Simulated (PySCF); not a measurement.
Two species compared at the same levels of theory.

First species: C3H10O2S2Si2.
Cartesian coordinates in Å at the GFN2-xTB level; atoms count from 1:
```xyz
19
C3H10O2S2Si2 angstrom
O      0.1352    0.7326   -1.6551
Si    -0.3410    0.1867   -0.2080
C      1.0677    0.4657    1.0407
O      2.1838    0.7693    0.2371
Si     3.7567    0.6881    0.6426
S     -2.1943    1.1190    0.3423
C     -3.2027   -0.2231   -0.3693
C     -2.7030   -1.5687    0.1012
S     -0.9780   -1.8603   -0.4256
H      1.0491    0.9911   -1.7784
H      0.8683    1.3039    1.7118
H      1.2707   -0.4108    1.6574
H      4.0642    1.5852    1.7582
H      4.3148    1.1159   -0.6300
H      4.1126   -0.6791    1.0269
H     -3.1540   -0.1398   -1.4547
H     -4.2257   -0.0541   -0.0348
H     -3.2946   -2.3732   -0.3343
H     -2.7397   -1.6394    1.1885
```

Second species: C7H16OSi.
SMILES: `CCC[C@@H]1CO[C@H]([SiH3])C1`

Levels: PBE0/pcSseg-1 for HOMO energy, LUMO energy and HOMO–LUMO gap. Geometries: GFN2-xTB. Each species is one conformer at its optimised geometry, gas phase, non-relativistic unless stated; the electronic structure was computed with PySCF and density fitting.

Values for the first species:

```
HOMO energy   : -6.82 eV
LUMO energy   : -0.26 eV
HOMO–LUMO gap : 6.56 eV
```

Task: Estimate the same properties for the second species, and the change in each.

Result: 
```csv
property,first,second,second less first
HOMO energy,-6.82 eV,-6.88 eV,-0.06 eV
LUMO energy,-0.26 eV,0.92 eV,+1.18 eV
HOMO–LUMO gap,6.56 eV,7.80 eV,+1.24 eV
```

